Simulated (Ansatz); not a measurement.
Consider the isomerisation: `B[SiH](C)BF` → `B[SiH](B)CF`.

Gas-phase electronic energies from Ansatz, PBE0-D4/def2-TZVP geometries. CCSD(T)/CBS is the MP2 limit (def2-TZVPP, def2-QZVPP) plus CCSD(T) − MP2 in def2-TZVPP, frozen cores. DFT in def2-TZVPP. B3LYP here is the variant with VWN-RPA as its local correlation; programs differ in this. One conformer a species, not always the lowest.

| level | ΔE (kcal/mol) | difference from CCSD(T)/CBS |
| --- | --- | --- |
| PBE-D4 | 59.4 | -1.0 |
| r2SCAN-D4 | 60.6 | 0.2 |
| PBE0-D4 | 59.8 | -0.6 |
| B3LYP-D4 | 59.2 | -1.2 |
| ωB97X-V | 58.6 | -1.8 |
| ωB97M-V | 59.9 | -0.5 |
| PBE | 59.4 | -1.0 |
| r2SCAN | 60.6 | 0.2 |
| B3LYP | 59.3 | -1.1 |
| HF/def2-TZVPP | 58.2 | -2.2 |
| CCSD/def2-TZVPP | 60.0 | -0.4 |
| HF/def2-QZVPP | 58.3 | -2.1 |
| MP2/def2-QZVPP | 62.7 | 2.3 |
| SCS-MP2/def2-QZVPP | 60.8 | 0.4 |
| HF/CBS(def2) | 58.4 | -2.0 |
| MP2/CBS(def2) | 62.7 | 2.3 |
| CCSD(T)/CBS | 60.4 | 0 |

Largest T1 diagnostic among the species: 0.014.

In def2-TZVPP, CCSD(T) changes the Hartree–Fock value by +2.1 kcal/mol (the triples alone add +0.3 kcal/mol) and MP2 by +4.4 kcal/mol.
